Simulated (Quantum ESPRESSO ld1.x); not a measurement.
Values are calculated unless marked as measured or tabulated.
Question: The aim is the calcium ion Ca2+ in [Ar]. What will ld1.x (Quantum ESPRESSO 7.5) do with this input?

```
 &input
    iswitch=1,
    rel=2,
    dft='PZ',
    config='[Ar]',
    verbosity='high',
    lsmall=.true.,
    atom='Xx',
    prefix='ld1',
    max_out_wfc=37,
    file_charge='ld1.rho',
 /
```

Answer: Crashed. The program stops in dirsol with "no classical turning point found": the symbol names no element.

Output (excerpt):

```
     Program LD1 v.7.5 starts

WARNING: Atom Xx not found

 %%%%%%%%%%%%%%%%%%%%%%%%%%%%%%%%%%%%%%%%%%%%%%%%%%%%%%%%%%%%%%%%%%%%%%%%%%%%%%
     Error in routine dirsol (1):
     no classical turning point found
 %%%%%%%%%%%%%%%%%%%%%%%%%%%%%%%%%%%%%%%%%%%%%%%%%%%%%%%%%%%%%%%%%%%%%%%%%%%%%%

     stopping ...
```

Run on one thread of a shared host, so times are rough (Intel(R) Xeon(R) Processor @ 2.60GHz): 0.2 s of CPU time, 0.99 s wall, peak memory 28 MiB.
